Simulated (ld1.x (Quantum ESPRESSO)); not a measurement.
# Before and after: PAW potential for osmium

osmium, PAW, made with ld1.x (Quantum ESPRESSO) 7.5 (PBE, scalar-relativistic). Core [Xe] 4f14, reference 5d6 6s2 6p0. Waves: 6s (bound): rcut 2.45, rcutus 2.80 bohr; 6s channel at 3.2 Ry: rcut 2.45, rcutus 2.80 bohr; 6p (bound, empty): rcut 2.85, rcutus 3.15 bohr; 6p channel at 0.5 Ry: rcut 2.85, rcutus 3.15 bohr; 5d (bound): rcut 2.20, rcutus 2.60 bohr; 5d channel at 1.25 Ry: rcut 2.20, rcutus 2.60 bohr. Local part: all-electron potential smoothed inside 2.10 bohr (lloc = -1). Core correction: Bessel-smoothed model core, default radius (core density twice the valence density). Augmentation charge: PSQ, inside the norm-conserving radii.

Change: all radii but the core radius scaled by about 0.95 (s 2.64, p 2.98, d 2.46 bohr, rcut 2.32/2.68/2.08); local potential all-electron potential smoothed inside 1.98 bohr (lloc = -1).

Cutoffs: the cutoffs (Ry, on a coarse ladder) from which the occupation-weighted sum of valence levels, in a spherical-Bessel basis at the reference potential, stays within 10 and 1 mRy of its value at 400 Ry; they do not see the model core or the augmentation charge, which bear on the density cutoff. Errors are all-electron minus pseudo energies relative to the spin-unpolarised reference configuration.

Q: What does the change do?

A: Both files keep a bound ghost (s); the number of tests that count goes from 6 to 7; of the 6 tests that both files solve, the error grows in 1 and shrinks in 3 by more than 15 % and 0.3 meV (median size 28.5 → 17.2 meV).

```tsv
quantity	base	changed
cutoffs, loose and tight	15 Ry, 25 Ry	not determined
bound ghosts	s	s (d not tested, overlap not positive)
tests counted (converged, no solver errors)	6 of 7	7 of 7
error for 5d6 6s1 6p0, meV [ΔE 9.58 eV]	-11	-3.4
error for 5d6 6s0 6p0, meV [ΔE 26.49 eV]	-0.2	-3.2
error for 5d5 6s0 6p0, meV [ΔE 55.34 eV]	-84	-77
error for 5d7 6s0 6p0, meV [ΔE 9.04 eV]	-49	-46
error for 5d6 6s1.5 6p0, meV [ΔE 3.91 eV]	-4.1	-1.7
error for 5d5 6s2 6p0, meV [ΔE 11.08 eV]	-47	-31
lowest overlap eigenvalue by channel	s 0.48, p 0.46, d 0.03	s 0.51, p 0.46, d -0.07
```

Base: Tests not counted: 5d4 6s0 6p0 (solver errors, printed error -79.4 eV). Changed file: the overlap operator is not positive definite in a basis up to 400 Ry (lowest eigenvalue d -0.07), so the file is unfit for use: the generalised eigenproblem breaks down once the basis is large enough, and its test numbers describe a broken file. A true bound ghost makes a file unfit for plane-wave use even where its test errors are small: the radial tests pick states by their node count and pass the ghost by. Where a test does run into it, the solver fails or the error is huge.
